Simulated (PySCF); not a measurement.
Isomers of C2H6Si. Isolated molecules, 0 K electronic values unless said otherwise. Strings in code marks are SMILES.

The four lowest singlet excitations (Tamm–Dancoff). Calculation: PBE-D3(BJ)/def2-TZVP // PBE0-D3(BJ)/def2-TZVP in PySCF 2.14.0. Excitations are Tamm–Dancoff values on a coarser integration grid. The basis has no diffuse functions, so Rydberg states are missing or too high.

```json
[
 {"state": "S1", "energy (eV)": "6.45", "wavelength (nm)": "192", "oscillator strength": "0.002"},
 {"state": "S2", "energy (eV)": "6.80", "wavelength (nm)": "182", "oscillator strength": "0.003"},
 {"state": "S3", "energy (eV)": "6.88", "wavelength (nm)": "180", "oscillator strength": "0.207"},
 {"state": "S4", "energy (eV)": "7.05", "wavelength (nm)": "176", "oscillator strength": "0.001"}
]
```

Task: Identify which member gives these states.
A) `C=C[SiH3]`
B) `CC=[SiH2]`
C) `C=[SiH]C`
D) `C1C[SiH2]1`

Result: A, `C=C[SiH3]`
